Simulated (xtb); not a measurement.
xtb input (GFN2-xTB):

```bash
xtb mol.xyz --gfn 2 --ohess tight --chrg 0 --uhf 0
```
mol.xyz:
```
14

Si     0.00745827    -0.25062566    -0.65904055
N     -1.12245656     0.09169351     0.52222952
Si    -2.87909400    -0.06266349     0.33731413
O      1.46125156     0.14086001     0.03099485
Si     3.05118309     0.20040928     0.09707770
H      0.05175362    -1.65995917    -1.00117260
H     -0.09131620     0.57166005    -1.89507801
H     -0.80491687     0.57940645     1.28976569
H     -3.47131751     0.85702576    -0.54666449
H     -3.17500559    -1.43128715    -0.17609129
H     -3.40016597     0.12518988     1.71934803
H      3.29632423     0.76809007     1.39387113
H      3.52982725     1.16485582    -0.98992046
H      3.57450641    -1.13116301    -0.15751330
```

End of the output:

```
optimized geometry written to: xtbopt.xyz

           -------------------------------------------------
          | TOTAL ENERGY              -16.929994358523 Eh   |
          | TOTAL ENTHALPY            -16.835426251373 Eh   |
          | TOTAL FREE ENERGY         -16.881346164732 Eh   |
          | GRADIENT NORM               0.000360980145 Eh/α |
          | HOMO-LUMO GAP               5.091071388889 eV   |
           -------------------------------------------------

------------------------------------------------------------------------
------------------------------------------------------------------------
 total:
 SCF:
 ANC optimizer:
 analytical hessian:
```
